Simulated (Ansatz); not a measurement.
Harmonic frequencies (cm⁻¹) at PBE0-D4/def2-TZVP from Ansatz: 186, 359, 450, 568, 618, 636, 1532, 3571, 3691.

Each molecule was computed in one conformer, which needn't be the lowest.

Q: Which molecule is it?
A. `[OH][Sn][Cl]`
B. `[NH2][Sn][Cl]`
C. `[CH3][Sn][Br]`
D. `[NH2][Sn][F]`

A: D.
